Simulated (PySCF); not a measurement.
CH8N2SSi2.
Atom-mapped SMILES: `[CH3:1][S:2][SiH:3]1[NH:4][SiH2:5][NH:6]1` (hydrogens: H7, H8, H9 on C1; H10 on Si3; H11 on N4; H12, H13 on Si5; H14 on N6)

Structure used (GFN2-xTB), in Å, numbered top down from 1:
```xyz
14
CH8N2SSi2 angstrom
C      2.231    0.224   -0.102
S      1.874    0.136    1.683
Si    -0.248   -0.073    1.612
N     -0.818   -1.242    0.460
Si    -1.745   -0.130   -0.508
N     -1.052    1.055    0.563
H      1.889   -0.689   -0.578
H      1.721    1.082   -0.526
H      3.305    0.329   -0.207
H     -0.711   -0.184    2.980
H     -0.782   -2.243    0.467
H     -3.187   -0.281   -0.371
H     -1.257   -0.021   -1.878
H     -1.220    2.038    0.661
```

The closed-shell ground state was solved at several levels (PySCF, density fitting, gas phase, non-relativistic).

```csv
level,basis functions,total energy (Eh),HOMO (eV),LUMO (eV),gap (eV),dipole (D)
PBE0/pcSseg-1,163,-1129.0974,-6.76,-0.13,6.63,2.05
PBE0/def2-SVPD,199,-1128.7555,-6.79,-0.33,6.46,1.85
```

Problem. What might CAM-B3LYP/def2-SVPD (199 basis functions) give for the same quantities?

Solution. Total energy -1129.2564 Eh, HOMO -8.08 eV, LUMO 0.60 eV, gap 8.68 eV, dipole 1.88 D.

Problem. Over all these levels, which gives the widest orbital gap and which the narrowest?

Solution. CAM-B3LYP/def2-SVPD (range-separated hybrid) has the widest, 8.68 eV, and PBE0/def2-SVPD (global hybrid, 25 % exact exchange) the narrowest, 6.46 eV. The two share the basis. From the narrowest to the widest the HOMO moves by -1.29 eV and the LUMO by +0.93 eV.

Problem. How far do the dipole and the HOMO energy spread over the levels?

Solution. The dipole runs from 1.85 to 2.05 D (mean 1.93 D) and the HOMO from -8.08 to -6.76 eV.

One conformer stands for the species.
